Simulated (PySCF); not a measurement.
C2H7AlO, charge +1, doublet, geometry from GFN2-xTB (such geometries of metal compounds can be far from the true shape) (a state made from the parent by changing its charge; the spin is typed, not shown lowest); CCSD(T)/STO-3G (PySCF).

Here is a job for PySCF.
```python
from pyscf import gto, scf, cc

mol = gto.Mole()
mol.atom = '''
    Al    0.12779689   -0.03052487    0.08588032
    C    -1.51252269   -1.23402075   -0.00667546
    H    -1.27322400   -2.04556439   -0.69582901
    H    -2.36258910   -0.64733562   -0.35584040
    H    -1.66268311   -1.61638550    1.00500495
    C    -0.10781616    1.62104602   -1.08220245
    H     0.86563295    1.80676454   -1.54062769
    H    -0.38685379    2.44208149   -0.41975372
    H    -0.88151238    1.42220395   -1.82421624
    O     1.44302723   -0.34467359    0.96972339
    H     2.21768508   -0.52970412    1.49029835
'''
mol.basis = 'sto-3g'
mol.charge = 1
mol.spin = 1
mol.verbose = 4
mol.build()

mf = scf.UHF(mol)
mf.kernel()

mycc = cc.CCSD(mf)
mycc.kernel()
et = mycc.ccsd_t()
print('E(CCSD(T)) = %.10f' % (mycc.e_tot + et))
```

The log (banner, timings and long lists left out):

```
PySCF version 2.14.0

[INPUT] verbose = 4
[INPUT] num. atoms = 11
[INPUT] num. electrons = 39
[INPUT] charge = 1
[INPUT] spin (= nelec alpha-beta = 2S) = 1
[INPUT] symmetry False subgroup None
[INPUT] Mole.unit = angstrom
[INPUT] Symbol           X                Y                Z      unit          X                Y                Z       unit  Magmom
[...]
nuclear repulsion = 153.829639932169
number of shells = 21
number of NR pGTOs = 93
number of NR cGTOs = 31
basis = sto-3g
ecp = {}

******** <class 'pyscf.scf.uhf.UHF'> ********
method = UHF
initial guess = minao
damping factor = 0
level_shift factor = 0
DIIS = <class 'pyscf.scf.diis.CDIIS'>
diis_start_cycle = 1
diis_space = 8
diis_damp = 0
SCF conv_tol = 1e-09
SCF conv_tol_grad = None
SCF max_cycles = 50
direct_scf = True
direct_scf_tol = 1e-13
number electrons alpha = 20  beta = 19
Set gradient conv threshold to 3.16228e-05
init E= -391.643689605938

cycle= 1 E= -391.435262367719  delta_E= 0.208  |g|= 0.36  |ddm|= 2.56
cycle= 2 E= -391.51889653026  delta_E= -0.0836  |g|= 0.21  |ddm|= 0.818
cycle= 3 E= -391.547838667035  delta_E= -0.0289  |g|= 0.0396  |ddm|= 0.287
cycle= 4 E= -391.550661927201  delta_E= -0.00282  |g|= 0.0169  |ddm|= 0.11
cycle= 5 E= -391.551431407241  delta_E= -0.000769  |g|= 0.00498  |ddm|= 0.0768
cycle= 6 E= -391.551498889783  delta_E= -6.75e-05  |g|= 0.00224  |ddm|= 0.0225
cycle= 7 E= -391.551513462936  delta_E= -1.46e-05  |g|= 0.00155  |ddm|= 0.00751
cycle= 8 E= -391.551526136265  delta_E= -1.27e-05  |g|= 0.00111  |ddm|= 0.00872
cycle= 9 E= -391.551535201124  delta_E= -9.06e-06  |g|= 0.000937  |ddm|= 0.0077
cycle= 10 E= -391.551554294157  delta_E= -1.91e-05  |g|= 0.000577  |ddm|= 0.0238
cycle= 11 E= -391.551561967778  delta_E= -7.67e-06  |g|= 0.000244  |ddm|= 0.0224
cycle= 12 E= -391.551562913195  delta_E= -9.45e-07  |g|= 2.78e-05  |ddm|= 0.0126
cycle= 13 E= -391.551562914906  delta_E= -1.71e-09  |g|= 1.11e-05  |ddm|= 0.000794
cycle= 14 E= -391.551562915801  delta_E= -8.96e-10  |g|= 4.13e-06  |ddm|= 0.000341
Extra cycle  E= -391.551562915839  delta_E= -3.83e-11  |g|= 2.88e-06  |ddm|= 9.44e-06
converged SCF energy = -391.551562915839  <S^2> = 0.83339467  2S+1 = 2.0817249

******** <class 'pyscf.cc.uccsd.UCCSD'> ********
CC2 = 0
CCSD nocc = (np.int64(20), np.int64(19)), nmo = (31, 31)
max_cycle = 50
direct = 0
conv_tol = 1e-07
conv_tol_normt = 1e-06
diis_space = 6
diis_start_cycle = 0
diis_start_energy_diff = 1e+09
Init t2, MP2 energy = -0.183913021926
Init E_corr(UCCSD) = -0.183913021939053
cycle = 1  E_corr(UCCSD) = -0.210662918516692  dE = -0.0267498966  norm(t1,t2) = 0.142541
cycle = 2  E_corr(UCCSD) = -0.228212788599504  dE = -0.0175498701  norm(t1,t2) = 0.0578975
cycle = 3  E_corr(UCCSD) = -0.230421597249466  dE = -0.00220880865  norm(t1,t2) = 0.0523883
cycle = 4  E_corr(UCCSD) = -0.2416146925614  dE = -0.0111930953  norm(t1,t2) = 0.0381805
cycle = 5  E_corr(UCCSD) = -0.241044394504535  dE = 0.000570298057  norm(t1,t2) = 0.0211316
cycle = 6  E_corr(UCCSD) = -0.24228873360035  dE = -0.0012443391  norm(t1,t2) = 0.00858986
cycle = 7  E_corr(UCCSD) = -0.242244956397255  dE = 4.37772031e-05  norm(t1,t2) = 0.00290481
cycle = 8  E_corr(UCCSD) = -0.242183305146037  dE = 6.16512512e-05  norm(t1,t2) = 0.00090474
cycle = 9  E_corr(UCCSD) = -0.242219566849405  dE = -3.62617034e-05  norm(t1,t2) = 0.000438465
cycle = 10  E_corr(UCCSD) = -0.24219683458599  dE = 2.27322634e-05  norm(t1,t2) = 0.000157106
cycle = 11  E_corr(UCCSD) = -0.242192485963479  dE = 4.34862251e-06  norm(t1,t2) = 7.96159e-05
cycle = 12  E_corr(UCCSD) = -0.242189637288101  dE = 2.84867538e-06  norm(t1,t2) = 3.43787e-05
cycle = 13  E_corr(UCCSD) = -0.242190170158298  dE = -5.32870197e-07  norm(t1,t2) = 2.2348e-05
cycle = 14  E_corr(UCCSD) = -0.242190274284574  dE = -1.04126276e-07  norm(t1,t2) = 1.77095e-05
cycle = 15  E_corr(UCCSD) = -0.242190979619747  dE = -7.05335172e-07  norm(t1,t2) = 1.38261e-05
cycle = 16  E_corr(UCCSD) = -0.242191254928899  dE = -2.75309152e-07  norm(t1,t2) = 8.5493e-06
cycle = 17  E_corr(UCCSD) = -0.242190973585728  dE = 2.81343171e-07  norm(t1,t2) = 4.87428e-06
cycle = 18  E_corr(UCCSD) = -0.242190783395379  dE = 1.90190349e-07  norm(t1,t2) = 2.39131e-06
cycle = 19  E_corr(UCCSD) = -0.242190657798035  dE = 1.25597344e-07  norm(t1,t2) = 8.9725e-07
cycle = 20  E_corr(UCCSD) = -0.242190640244249  dE = 1.75537858e-08  norm(t1,t2) = 4.50033e-07
UCCSD converged
E(UCCSD) = -391.7937535560836  E_corr = -0.2421906402442487
UCCSD(T) correction = -0.00820059748864387
E(CCSD(T)) = -391.8019541536
```
